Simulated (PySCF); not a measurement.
What does the PBE0-D3(BJ)/def2-SVP structure of InChI=1S/C3H10SSi/c4-2-1-3-5/h4H,1-3H2,5H3 look like in three dimensions?

Z-matrix in Å and degrees, rows numbered from 1:
```
Si
C   1  1.8873
C   2  1.5276  1  114.00
C   3  1.5211  2  112.76  1   179.75
S   4  1.8179  3  114.38  2  -177.51
H   1  1.4965  2  110.31  3    58.99
H   1  1.4958  2  110.41  3   -60.62
H   1  1.4955  2  110.41  3   179.06
H   2  1.1046  1  107.92  3  -123.10
H   2  1.1044  1  107.89  3   122.93
H   3  1.1045  2  109.85  1   -58.56
H   3  1.1028  2  110.64  1    57.85
H   4  1.1016  3  111.12  2    57.60
H   4  1.1021  3  110.30  2   -60.34
H   5  1.3509  4   96.55  3   -63.28
```

The 5 heavy atoms lie in one plane (0.016 Å rms). Si1 (SiH3 silicon) is tetrahedral (angles from 108.3° to 110.4°).

Level of theory: PBE0-D3(BJ)/def2-SVP geometry optimisation, gas phase in PySCF.

Whether it is a minimum is left open (no frequencies). The numbers are those of one conformer (Si1–C2–C3–C4 180°, C2–C3–C4–S5 -178°, C3–C4–S5–H -63°).
